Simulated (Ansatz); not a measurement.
The cluster Si₆Ge⁻. The state is a doublet with charge -1. Geometry PBE-D4/def2-SVPD.

```
atom   x (Å)   y (Å)   z (Å)
 Si1  -0.160  -1.193  -1.130
 Si2  -1.267   0.768   0.297
 Si3   1.059   1.032  -0.311
 Si4   2.144  -1.023  -0.615
 Si5  -0.348   2.902  -0.068
 Si6  -1.904  -1.482   0.444
 Ge7   0.477  -1.004   1.385
```

Another isomer (doublet) lies 0.24 eV lower at PBE0-D4/def2-TZVPD; other spin states weren't run for this one.

(1) Estimate the α-spin orbital energies around the gap (eV) in Ansatz with PBE-D4/def2-TZVPD, r2SCAN-D4/def2-TZVPD, B97M-V/def2-TZVPD, PBE0-D4/def2-TZVPD.

Results:

(1) 
```tsv
orbital	PBE-D4/def2-TZVPD	r2SCAN-D4/def2-TZVPD	B97M-V/def2-TZVPD	PBE0-D4/def2-TZVPD
HOMO−9	-5.31	-5.63	-5.68	-6.58
HOMO−8	-5.12	-5.41	-5.49	-6.37
HOMO−7	-2.82	-3.08	-3.02	-3.63
HOMO−6	-2.68	-2.91	-2.93	-3.60
HOMO−5	-2.40	-2.67	-2.58	-3.31
HOMO−4	-2.26	-2.48	-2.51	-3.14
HOMO−3	-2.22	-2.45	-2.41	-3.05
HOMO−2	-1.64	-1.83	-1.85	-2.43
HOMO−1	-1.30	-1.45	-1.48	-2.05
HOMO	-0.10	-0.34	-0.17	-0.85
LUMO	0.54	0.57	0.63	1.17
LUMO+1	1.27	1.37	1.39	1.93
LUMO+2	1.31	1.47	1.40	1.94
LUMO+3	1.92	2.13	2.10	2.60
LUMO+4	2.02	2.21	2.10	2.61
LUMO+5	2.17	2.40	2.23	2.74
β HOMO	-1.25	-1.39	-1.41	-1.98
β LUMO	0.56	0.60	0.64	1.18
```
